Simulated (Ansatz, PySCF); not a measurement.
Dimer: H2O (SMILES O) (first 3 atoms) with AsH3 (SMILES [AsH3]); geometry from B3LYP-D3(BJ)/def2-TZVP, rigid monomers moved along the line of their centres of mass till H3···As4 is 3.10 Å.
(charge 0, multiplicity 1):
```xyz
7

O     -0.04880     0.63244    -0.59994
H     -0.91007     0.30572    -0.87873
H     -0.00101     0.43945     0.34583
As     0.26862    -0.57358     3.26372
H     -0.16111     0.11631     4.54979
H      1.68290    -0.81705     3.76704
H     -0.22176    -1.93544     3.73323
```

Counterpoise-corrected where a basis set is named; no monomer relaxation. Rows marked so take none.

Rows in 6-31G* carry no dispersion term and start afresh at each structure (6-31G* with six Cartesian d functions); the Pople sets are all-electron and without relativity.

Programs: Ansatz (Gaussian orbitals); PySCF for 6-31G* rows, the dispersion terms. Each number belongs to the level named beside it.

**Question.** One of these levels gives -1.35 kcal/mol for the interaction energy. Name it.
A) PBE/def2-TZVPPD
B) HF/6-31G* (no counterpoise)
C) PBE-D4/def2-TZVPPD

**Answer.** B, HF/6-31G* (no counterpoise). The others give -1.77 (PBE/def2-TZVPPD), -2.12 (PBE-D4/def2-TZVPPD)

Ansatz is a quantum-chemistry and plane-wave program.
